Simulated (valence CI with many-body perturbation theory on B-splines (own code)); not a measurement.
## Level structure of K5+

Level of theory: relativistic CI+MBPT: four valence electrons over a frozen Dirac-Fock core [Ne], radial functions for each j: 11 s, 11 p, 9 d, 7 f, 5 g, 2 h, 1 i, with the one-electron correlation potential Σ1 (screened to all orders), the two-electron term Σ2, the three-electron term Σ3, Breit, model QED; selected single and double excitations, second order for the rest, scaled by the run's own slope (own B-spline code, finite nucleus).

Against 25 measured levels this calculation errs by 69 cm⁻¹ on average and by 276 at most. These come from a selection out of Sansonetti, J. Phys. Chem. Ref. Data 37, 7 (2008). Levels without a partner in it may be off by more.

Levels 1 to 45 of 68, with energies above the lowest level, 3s²3p² ³P_0. "Leading %" is the weight of the configuration and term that name the level; weights of strongly mixed levels are sums over their largest components and can fall short. In the jj column 3d3/2^4 stands for four electrons in 3d with j = 3/2. Lifetimes count E1, E2, E3, M1 and M2 decay at the calculated energies, and are blank where another channel may lead or the interval is too uncertain; long ones can be off by a factor of two.

```tsv
No.	Configuration	Term	J	E (cm⁻¹)	Leading %	Lifetime	Leading jj	g
1	3s²3p²	³P	0	0	95		3s^2 3p1/2^2 (69 %)	
2	3s²3p²	³P	1	1134	96	38.1 s	3s^2 3p1/2 3p3/2 (96 %)	1.501
3	3s²3p²	³P	2	2932	95	12.8 s	3s^2 3p3/2^2 (56 %)	1.497
4	3s²3p²	¹D	2	19060	95	565 ms	3s^2 3p1/2 3p3/2 (56 %)	1.003
5	3s²3p²	¹S	0	43528	93	50.0 ms	3s^2 3p3/2^2 (68 %)	
6	3s3p³	⁵S°	2	99820	99	3.24 μs	3s 3p1/2 3p3/2^2 (55 %)	2.001
7	3s3p³	³D°	1	140680	85	2.66 ns	3s 3p1/2 3p3/2^2 (38 %)	0.502
8	3s3p³	³D°	2	140740	85	2.72 ns	3s 3p1/2 3p3/2^2 (57 %)	1.168
9	3s3p³	³D°	3	140940	86	2.81 ns	3s 3p1/2 3p3/2^2 (86 %)	1.334
10	3s3p³	³P°	0	163450	86	857 ps	3s 3p1/2 3p3/2^2 (86 %)	
11	3s3p³	³P°	1	163470	86	869 ps	3s 3p1/2 3p3/2^2 (57 %)	1.498
12	3s3p³	³P°	2	163470	85	902 ps	3s 3p3/2^3 (45 %)	1.497
13	3s3p³	¹D°	2	178820	50	737 ps	3s 3p1/2 3p3/2^2 (39 %)	1.003
14	3s²3p3d	³F°	2	217380	96	57.6 ns	3s^2 3p1/2 3d3/2 (72 %)	0.666
15	3s²3p3d	³F°	3	218410	96	75.4 ns	3s^2 3p3/2 3d3/2 (49 %)	1.083
16	3s3p³	³S°	1	218590	87	40.2 ps	3s 3p1/2 3p3/2^2 (51 %)	1.924
17	3s²3p3d	³F°	4	219840	96		3s^2 3p3/2 3d5/2 (96 %)	1.250
18	3s3p³	¹P°	1	224100	76	71.7 ps	3s 3p3/2^3 (41 %)	1.077
19	3s²3p3d	³P°	2	252350	75	47.4 ps	3s^2 3p1/2 3d5/2 (57 %)	1.449
20	3s²3p3d	³P°	1	253510	82	48.0 ps	3s^2 3p3/2 3d3/2 (35 %)	1.483
21	3s²3p3d	³P°	0	254040	84	48.1 ps	3s^2 3p3/2 3d3/2 (84 %)	
22	3s²3p3d	¹D°	2	255850	46	38.1 ps	3s^2 3p3/2 3d5/2 (41 %)	1.044
23	3s²3p3d	³D°	1	260100	82	30.6 ps	3s^2 3p3/2 3d3/2 (43 %)	0.517
24	3s²3p3d	³D°	2	260540	82	30.9 ps	3s^2 3p3/2 3d3/2 (51 %)	1.173
25	3s²3p3d	³D°	3	260820	84	31.0 ps	3s^2 3p3/2 3d5/2 (58 %)	1.333
26	3s²3p3d	¹F°	3	285820	94	28.2 ps	3s^2 3p3/2 3d3/2 (38 %)	1.000
27	3s²3p3d	¹P°	1	293980	82	36.7 ps	3s^2 3p3/2 3d5/2 (52 %)	0.999
28	3p⁴	³P	2	305070	53	424 ps	3p1/2^2 3p3/2^2 (42 %)	1.492
29	3p⁴	³P	1	306800	53	422 ps	3p1/2 3p3/2^3 (53 %)	1.501
30	3p⁴	³P	0	307500	53	420 ps	3p3/2^4 (33 %)	
31	3p⁴	¹D	2	314120	60	704 ps	3p1/2 3p3/2^3 (47 %)	1.008
32	3s3p²3d	⁵F	1	318400	99	441 ns	3s 3p1/2 3p3/2 3d3/2 (41 %)	0.000
33	3s3p²3d	⁵F	2	318750	99	550 ns	3s 3p1/2 3p3/2 3d3/2 (50 %)	1.002
34	3s3p²3d	⁵F	3	319280	98	816 ns	3s 3p1/2 3p3/2 3d3/2 (42 %)	1.252
35	3s3p²3d	⁵F	4	320000	98	1.71 μs	3s 3p1/2 3p3/2 3d5/2 (54 %)	1.351
36	3s3p²3d	⁵F	5	320930	99	3.85 μs	3s 3p3/2^2 3d5/2 (64 %)	1.400
37	3s3p²3d	⁵D	0	328660	99	100 ns	3s 3p1/2 3p3/2 3d3/2 (80 %)	
38	3s3p²3d	⁵D	1	328750	99	63.6 ns	3s 3p1/2 3p3/2 3d3/2 (56 %)	1.499
39	3s3p²3d	⁵D	2	328930	98	42.2 ns	3s 3p3/2^2 3d3/2 (30 %)	1.499
40	3s3p²3d	⁵D	3	329220	98	40.0 ns	3s 3p3/2^2 3d3/2 (25 %)	1.498
41	3s3p²3d	⁵D	4	329610	98	860 ns	3s 3p1/2 3p3/2 3d5/2 (54 %)	1.498
42	3s3p²3d	³F	2	341290	91	6.29 ns	3s 3p1/2 3p3/2 3d3/2 (39 %)	0.666
43	3s3p²3d	³F	3	341940	90	6.63 ns	3s 3p1/2 3p3/2 3d3/2 (34 %)	1.084
44	3s3p²3d	³F	4	342850	90	7.27 ns	3s 3p3/2^2 3d5/2 (51 %)	1.252
45	3s3p²3d	⁵P	3	356500	98	36.8 ps	3s 3p1/2 3p3/2 3d5/2 (51 %)	1.667
```

Names give the largest LS component (configuration and term), which can be under half, so a name can repeat, a term be missing and a line seem to break the LS rules; names also repeat where a configuration has a term twice.

The ionisation energy to 3s²3p ²P°1/2 of the next ion comes out as 99.458 eV (NIST: 99.44 ± 0.2 eV (semi-empirical)). All 68 levels together are meant to be complete up to 406090 cm⁻¹.
